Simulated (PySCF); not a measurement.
Compound: C2H8BFO.
SMILES: `C[O+](C)[BH2-]F`

Torsions of this conformer, `[CH3:1][O+:2]([CH3:3])[BH2-:4][F:5]`: C1–O2–B4–F5 66°.

The closed-shell ground state was solved at several levels (PySCF, density fitting, gas phase, non-relativistic). One conformer (not necessarily the lowest) at the PBE0-D3(BJ)/def2-SVP geometry, without solvent, vibrations or thermal averaging.

```csv
level,basis functions,HOMO (eV),LUMO (eV),gap (eV),dipole (D)
CAM-B3LYP/def2-SVPD,170,-9.26,1.00,10.26,4.75
PBE0/6-31G*,86,-7.38,1.91,9.29,4.76
LC-wPBE/def2-SVPD,170,-10.58,2.06,12.64,4.77
LDA/def2-SVPD,170,-6.31,-0.44,5.87,4.64
B3LYP/def2-SVPD,170,-7.58,0.08,7.66,4.70
BHandHLYP/def2-SVPD,170,-9.25,0.84,10.09,4.77
PBE/def2-SVPD,170,-6.25,-0.31,5.94,4.62
```

**Question.** What might wB97X-D/def2-SVPD (170 basis functions) give for the same quantities?

**Answer.** HOMO -9.71 eV, LUMO 2.02 eV, gap 11.73 eV, dipole 4.72 D.

**Question.** Over all these levels, which gives the widest orbital gap and which the narrowest?

**Answer.** LC-wPBE/def2-SVPD (range-separated hybrid) has the widest, 12.64 eV, and LDA/def2-SVPD (LDA) the narrowest, 5.87 eV. The two share the basis. From the narrowest to the widest the HOMO moves by -4.27 eV and the LUMO by +2.50 eV.

**Question.** In the def2-SVPD basis, how does the gap go with the fixed share of exact exchange?

**Answer.** LDA (0 %) 5.87 eV; PBE (0 %) 5.94 eV; B3LYP (20 %) 7.66 eV; BHandHLYP (50 %) 10.09 eV. Each rise in the share widens the gap here.

**Question.** How far do the dipole and the HOMO energy spread over the levels?

**Answer.** The dipole runs from 4.62 to 4.77 D (mean 4.71 D) and the HOMO from -10.58 to -6.25 eV.
